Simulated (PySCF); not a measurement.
A structure optimised at PBE-D3(BJ)/def2-SVP, used in a PySCF frequency run:

```xyz
8

C     -1.0801     1.8309     0.0000
Ge     0.0621     0.2660     0.0000
F      1.7437     0.7491     0.0000
Cl    -0.2154    -0.9589     1.7553
Cl    -0.2154    -0.9589    -1.7553
H     -0.8699     2.4284    -0.9070
H     -2.1370     1.5051     0.0000
H     -0.8699     2.4284     0.9070
```

Question: Write its SMILES, formula and point group.

Answer: [CH3][Ge]([F])([Cl])[Cl], CH3Cl2FGe, Cs

Question: What are its rotational constants (standard atomic weights)?

Answer: 2.3341, 1.6860, 1.4157 GHz
